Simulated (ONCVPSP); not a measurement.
**Cutoff test, Tc (Z = 43), ONCV**

| Property | Result |
| --- | --- |
| Element | Tc (Z = 43) |
| Generator | ONCVPSP 4.0.1 |
| Type | optimised norm-conserving Vanderbilt (ONCV) |
| Functional | LDA (Perdew-Wang 92) |
| Relativity | scalar-relativistic |
| Frozen core | [Ar] 3d10 |
| Valence charge | 15 |
| Reference configuration | 4s2 4p6 4d5 5s1.5 (charge +0.5) |
| Partial waves | 4s+5s: rc 1.90 bohr, ncon 4, nbas 8, qcut 8.3 1/bohr, 2 projectors; 4p: rc 1.15 bohr, ncon 4, nbas 7, qcut 6.7 1/bohr, 2 projectors, debl 0.7 Ha; 4d: rc 2.25 bohr, ncon 5, nbas 9, qcut 6.7 1/bohr, 2 projectors, debl 1.4 Ha |
| Local potential | polynomial inside 0.95 bohr (lpopt 5, dvloc0 2 Ha) |
| Core correction | Teter function, fcfact 5.75, rcfact 1.05 |

In the p channel the program set the typed energies aside and used -1.803, 0.250 Ha.

For each optimised wave give the share of its norm inside rc, the residual kinetic energy above qcut (Ha) and the cutoffs (Ha) for errors of 10, 1, 0.1 and 0.01 mHa per electron.

```
         wave  norm inside rc  residual KE  10 mHa  1 mHa  0.1 mHa  0.01 mHa
           4s           0.976      1.5e-08    13.5   18.7     22.9      26.3
           5s           0.101      1.5e-08    10.4   17.6     22.6      26.6
           4p           0.523      9.1e-03    21.7   86.6    109.4     139.1
p projector 2           0.076      2.6e-03     9.8   27.8    119.2     156.4
           4d           0.798      9.7e-06    13.7   17.2     19.9      23.6
d projector 2           0.117      2.4e-05    13.3   17.4     20.6      27.7
```

The occupied waves need 87 Ha and 109 Ha for 1 and 0.1 mHa. Note: no bound ghost flagged; GHOST(+) flagged for s at 96.0 eV.
